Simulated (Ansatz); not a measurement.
An input meant for B2P2 (charge 0, singlet).

```yaml
crystal:
  periodic: [false, false, false]
  atoms:
    - {symbol: B, position_ang: [-0.832575, 0.092380, -0.014040]}
    - {symbol: B, position_ang: [0.832574, -0.092437, 0.013781]}
    - {symbol: P, position_ang: [-0.169749, -1.581590, -0.347612]}
    - {symbol: P, position_ang: [0.169750, 1.581647, 0.347871]}
basis:
  gaussian: {orbitals: x2c-TZVPPall, fitting: {mean_field: cc-pVTZ-jkfit}}
total_charge: 1
magnetization: {spin_polarized: true, initial_magnetization: 2}
hamiltonian: {xc: {name: r2SCAN0}}
```

```sh
$ ansatz run in.yaml --threads 4 --pin off --events-out ev --progress --plain --max-ram 3916MiB
```

Shortened log:

```
Error: a molecule whose nuclei and cores have a total charge of 40 cannot have a net charge of 1 together with 2 unpaired electrons
```

Question: What is wrong with this run?

Answer: The number of unpaired electrons doesn't fit the electron count. The program refused the input.
